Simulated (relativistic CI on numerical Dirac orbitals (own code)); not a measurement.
Energy levels of Tm XXXII

Method of calculation: Dirac-Coulomb-Breit CI, KLI orbitals optimised for each configuration, model QED, unscaled Slater integrals (own radial code, finite nucleus).

Configuration list (outside the closed core [Ar] 3d10): 4s²4p⁶4d², 4s²4p⁵4d³, 4s²4p⁶4d4f, 4s4p⁶4d³, 4s²4p⁵4d²4f, 4s4p⁶4d²4f, 4s²4p⁶4d5s, 4s²4p⁶4f5s, 4s²4p⁶4d5p, 4s²4p⁶4d5d, 4s²4p⁵4d²5s, 4s²4p⁶4d5f, 4s²4p⁶5s5p, 4s²4p⁶4d5g, 4s4p⁶4d²5s, 4s²4p⁶4d6s, 4s²4p⁶4d6d, 4s²4p⁶4d6g, 4s²4p⁶4f², 4s²4p⁵4f³, 4s4p⁶4f³, 4p⁶4d⁴, 4p⁵4d⁵, 4p⁵4d⁴4f, 4s²4p⁶4f5p, 4s²4p⁵4f²5p, 4s4p⁶4f²5p, 4s²4p⁶5s², 4s²4p⁵4f5s², 4s4p⁶4f5s², 4s²4p⁶5p², 4s²4p⁵4f5p², 4s4p⁶4f5p², 4p⁶4d³5s, 4p⁵4d⁴5s, 4p⁵4d³4f5s, 4s4p⁶4d5s², 4s4p⁵4d4f5s², 4p⁶4d4f5s². Double excitations out of closed p, d and f shells are left out; levels of such configurations are missing from the list, as are those of other unlisted configurations, and high levels can miss mixing partners. These lack a partner that the ground configuration has and come out too high: 4s²4p⁵4d²5s, 4s4p⁶4d²5s.

The lowest level is 4s²4p⁶4d² ³F2, with 78 % of that term; Hund's rules for 4s²4p⁶4d² give ³F with J = 2, in agreement.

```tsv
No.	Configuration	Term	J	E (cm⁻¹)	%	Next component (%)	Lifetime (s)
1	4s²4p⁶4d²	³F	2	0	78	19 ¹D	
2	4s²4p⁶4d²	³P	0	59511	79	20 ¹S	3.29e-01
3	4s²4p⁶4d²	³F	3	92254	99	1 4s²4p⁵4d²4f ³F	6.34e-05
4	4s²4p⁶4d²	³P	2	121407	49	34 ¹D	1.13e-04
5	4s²4p⁶4d²	¹G	4	128285	55	44 ³F	2.34e-03
6	4s²4p⁶4d²	³P	1	130457	99	1 4s²4p⁵4d²4f ³P	1.60e-04
7	4s²4p⁶4d²	³F	4	210292	55	44 ¹G	4.37e-05
8	4s²4p⁶4d²	³P	2	228773	48	46 ¹D	3.88e-05
9	4s²4p⁶4d²	¹S	0	306882	79	20 ³P	1.64e-05
10	4p⁵4d³(4F)	⁵F°	2	1112139	28	23 ³D°	7.86e-10
11	4p⁵4d³(4F)	⁵D°	1	1120339	39	24 ⁵F°	6.02e-10
12	4p⁵4d³(4F)	⁵D°	0	1135686	73	25 ³P°	1.51e-09
13	4p⁵4d³(4F)	⁵F°	3	1148020	22	22 ⁵G°	1.11e-09
14	4p⁵4d³(4P)	⁵D°	3	1181494	35	24 ⁵F°	1.21e-09
15	4p⁵4d³(4P)	⁵S°	2	1191911	41	17 ³P°	4.43e-10
16	4p⁵4d³(4F)	⁵F°	4	1194825	37	32 ⁵G°	1.16e-09
17	4p⁵4d³(2G)	³F°	2	1209475	41	34 ⁵D°	4.53e-10
18	4p⁵4d³(4F)	⁵D°	1	1216273	40	36 ³D°	1.58e-10
19	4p⁵4d³(4F)	⁵G°	5	1219844	33	23 ³G°	5.72e-10
20	4p⁵4d³(2H)	³G°	3	1225727	43	31 ³F°	3.17e-10
21	4p⁵4d³(2G)	³F°	4	1226460	33	26 ⁵D°	9.01e-10
22	4p⁵4d³(2G)	³H°	6	1233279	45	26 ⁵G°	9.38e-03
23	4p⁵4d³(4P)	³P°	0	1237083	52	28 ¹S°	2.03e-09
24	4p⁵4d³(4F)	³G°	4	1250757	29	17 ¹G°	4.63e-09
25	4p⁵4d³(4F)	³G°	3	1257779	22	21 ⁵D°	1.38e-09
26	4p⁵4d³(4P)	³D°	2	1259381	29	23 ¹D°	1.30e-09
27	4p⁵4d³(2P)	³S°	1	1260175	34	29 ³P°	1.55e-10
28	4p⁵4d³(2G)	³G°	5	1282320	36	20 ¹H°	5.08e-09
29	4p⁵4d³(4P)	⁵D°	4	1286729	35	34 ³G°	1.27e-09
30	4s²4p⁵4d³	³P°	2	1295958	27	23 ³D°	2.29e-10
31	4p⁵4d³(4F)	³G°	4	1296856	24	22 ³F°	1.31e-09
32	4p⁵4d³(2H)	³G°	3	1299686	56	22 4s²4p⁶4d4f ³G°	8.80e-12
33	4p⁵4d³(4F)	⁵F°	5	1303752	29	24 ³H°	3.04e-10
34	4p⁵4d³(2F)	³D°	2	1311710	37	19 ³P°	2.52e-10
35	4p⁵4d³(4F)	⁵G°	6	1315563	52	30 ³I°	7.82e-05
36	4p⁵4d³(2G)	³F°	2	1324363	33	13 ³D°	1.33e-11
37	4p⁵4d³(2G)	³G°	3	1326300	22	20 ⁵D°	6.56e-11
38	4p⁵4d³(2D)	³D°	3	1330413	46	16 ³F°	7.68e-11
39	4p⁵4d³(2D)	³P°	1	1333428	65	14 ⁵D°	5.93e-11
40	4p⁵4d³(2H)	³H°	5	1336996	36	27 ³G°	2.39e-10
41	4p⁵4d³(2P)	³D°	2	1338755	16	16 ³F°	8.42e-12
42	4p⁵4d³(2H)	³I°	7	1340579	100		1.98e-04
43	4p⁵4d³(2D)	³F°	4	1341473	35	33 ³G°	7.62e-11
44	4p⁵4d³(2D)	³D°	3	1348285	42	28 ⁵P°	2.91e-10
45	4p⁵4d³(2D)	³F°	4	1348741	49	25 ³G°	3.22e-11
46	4s²4p⁵4d³	³D°	1	1354513	24	22 ¹P°	5.40e-12
47	4p⁵4d³(2F)	³G°	5	1363665	59	11 ¹H°	4.31e-11
48	4p⁵4d³(2F)	³F°	3	1369554	47	25 ³D°	1.20e-10
49	4p⁵4d³(2F)	³D°	1	1372049	51	19 ³P°	1.59e-11
50	4p⁵4d³(2D)	³P°	0	1378914	79	12 ⁵D°	2.28e-10
51	4p⁵4d³(2F)	¹G°	4	1381209	37	24 ³F°	1.83e-10
52	4p⁵4d³(2H)	³H°	6	1382156	68	26 ¹I°	7.63e-05
53	4p⁵4d³(4P)	³D°	1	1391394	53	11 ³S°	7.05e-12
54	4p⁵4d³(2F)	¹D°	2	1394441	43	31 ³F°	2.60e-10
55	4p⁵4d³(2D)	³F°	4	1407147	31	29 ³G°	1.84e-11
56	4s²4p⁵4d³	³F°	3	1415968	25	19 ³D°	3.25e-11
57	4p⁵4d³(2G)	³H°	6	1419519	54	21 ⁵G°	3.18e-05
58	4p⁵4d³(2D)	¹D°	2	1429592	25	18 ³P°	1.17e-11
59	4p⁵4d³(2F)	³F°	4	1435185	30	23 4s²4p⁶4d4f ³H°	3.31e-11
60	4p⁵4d³(2P)	³D°	3	1435922	34	17 ³F°	1.62e-11
61	4p⁵4d³(2G)	³G°	5	1439587	44	18 ¹H°	3.22e-11
62	4p⁵4d³(2F)	³D°	2	1442178	30	21 ³P°	1.02e-11
63	4p⁵4d³(2D)	³P°	1	1442814	53	20 ³D°	4.94e-11
64	4p⁵4d³(2G)	³G°	5	1445755	41	29 ¹H°	2.77e-11
65	4p⁵4d³(2G)	³F°	3	1446330	26	18 ¹F°	7.89e-12
66	4p⁵4d³(2D)	³P°	0	1447477	65	27 ¹S°	7.66e-10
67	4p⁵4d³(2D)	³P°	1	1460624	33	18 ³D°	7.36e-12
68	4p⁵4d³(2D)	³D°	2	1462318	31	21 ¹D°	1.20e-11
69	4p⁵4d³(4P)	³D°	2	1473093	23	15 ⁵D°	2.97e-12
70	4s²4p⁶4d4f	³H°	4	1477814	56	14 4s²4p⁵4d³ ³F°	1.67e-11
```

Energies count from the lowest computed level; ° marks odd parity; lifetimes are radiative, by E1, M1, E2, M2, E3 decay to levels of this space only. Percentages are summed over parent terms; the parents shown are those of the largest component, closed shells are left out there.

The mean weight of the leading LS term, summed over parents, in these 70 levels is 45 %, and that of the leading jj configuration (from the same eigenvectors) 75 %, so jj coupling describes them better and the LS labels are nominal.

At this charge energies of transitions that change n are usually good to better than 1 %, and those within a shell (Δn = 0) to a few per cent. Terms inside the open d or f shell come out 10 to 20 % too wide with unscaled integrals.

LS names give the leading component of a level, which can be under half, so a name can repeat, a term be missing and a line seem to break the LS rules.
